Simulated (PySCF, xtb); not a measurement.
## Two structures of CH7GeN

Structure X: `C[NH][GeH3]`, a singlet. Structure Y: a singlet given by its coordinates. Both are isolated molecules in the gas phase, relaxed with PBE0-D3(BJ)/pcseg-1.

X (Å):

```xyz
10

C    -0.0792   -0.1068    0.4649
Ge   -2.2682    1.6899    0.1531
N    -0.6613    0.9210   -0.3754
H     0.7626   -0.5853   -0.0535
H    -0.8233   -0.8926    0.6498
H     0.2841    0.2418    1.4483
H     0.0266    1.6169   -0.6473
H    -3.3137    0.5642    0.1600
H    -2.2138    2.3220    1.5659
H    -2.6056    2.7682   -0.8852
```

Y (Å):

| atom | x (Å) | y (Å) | z (Å) |
| --- | --- | --- | --- |
| C | -0.4016 | -0.3581 | -0.3044 |
| Ge | -0.6605 | 1.5899 | -0.8111 |
| N | -2.1467 | 1.7988 | 0.8207 |
| H | -1.2194 | -0.9831 | -0.6875 |
| H | -0.2821 | -0.5417 | 0.7723 |
| H | 0.5202 | -0.7059 | -0.7930 |
| H | 0.4101 | 2.1394 | 0.2491 |
| H | -3.0424 | 1.3941 | 0.5530 |
| H | -2.3059 | 2.7811 | 1.0394 |
| H | -1.8327 | 1.3331 | 1.6716 |

Close contacts (Å): C1–Ge2 2.03, Ge2–N3 2.22, C1–H4 1.10, C1–H5 1.10, C1–H6 1.10, Ge2–H7 1.60, N3–H8 1.02, N3–H9 1.02, N3–H10 1.02.

Energies in hartree; the thermal terms are from GFN2-xTB frequencies at re-optimised GFN2-xTB minima (ideal gas, soft modes damped towards free rotors, one conformer each, 298.15 K, 1 atm) and include the zero-point energy:

|  | X | Y |
| --- | --- | --- |
| E, CCSD(T)/def2-SVP | −2172.020455 | −2172.017554 |
| E, MP2/def2-SVP | −2171.969041 | −2171.964572 |
| E, MP2/def2-TZVPP | −2172.448155 | −2172.445676 |
| zero-point energy | 0.074185 | 0.076653 |
| H(298 K) − E | 0.080774 | 0.084546 |
| G(298 K) − E | 0.045640 | 0.046119 |

Q: Correct the CCSD(T) difference for the basis set by the MP2 change, then work out ΔE, ΔE₀, ΔH and ΔG for X → Y in kJ/mol (1 Eh = 2625.50 kJ/mol) and the equilibrium ratio [Y]/[X].

A: 1. Differences Y − X: CCSD(T) +0.002901, MP2 in the small set +0.004469, MP2 in the large set +0.002479 Eh.
2. ΔE = +0.002901 + (+0.002479 − (+0.004469)) = +0.000911 Eh = +2.39 kJ/mol.
3. ΔE₀ = ΔE + ΔZPE = +0.000911 + (+0.002468) Eh = +8.87 kJ/mol.
4. ΔH = ΔE + (+0.003772) Eh = +12.30 kJ/mol.
5. ΔG = ΔE + (+0.000479) Eh = +3.65 kJ/mol, so ΔS = (ΔH − ΔG)/T = +29.0 J/(mol K).
6. kT = 0.9442 mEh, so K = [Y]/[X] = exp(−ΔG/kT) = exp(−1.47) ≈ 0.23.

The two are too close for this level to say which is favoured. An error of 4 kJ/mol in ΔG would change K by a factor of 5. Mirror images and further conformers aren't counted.

Other levels gave ΔE = +29.6 (GFN2-xTB); +193.2 (HF/STO-3G, GFN2-xTB geometries); +0.4 (r2SCAN-D4/def2-SVP, GFN2-xTB geometries); −8.4 (PBE0-D3(BJ)/pcseg-1); +18.4 (HF/def2-SVP); +11.7 (MP2/def2-SVP); +7.6 (CCSD(T)/def2-SVP) kJ/mol. The correlated steps freeze 11 core orbitals; the filled d shell of Ge is correlated, in a basis made for valence electrons. Programs: PySCF 2.14.0, xtb 6.7.1.
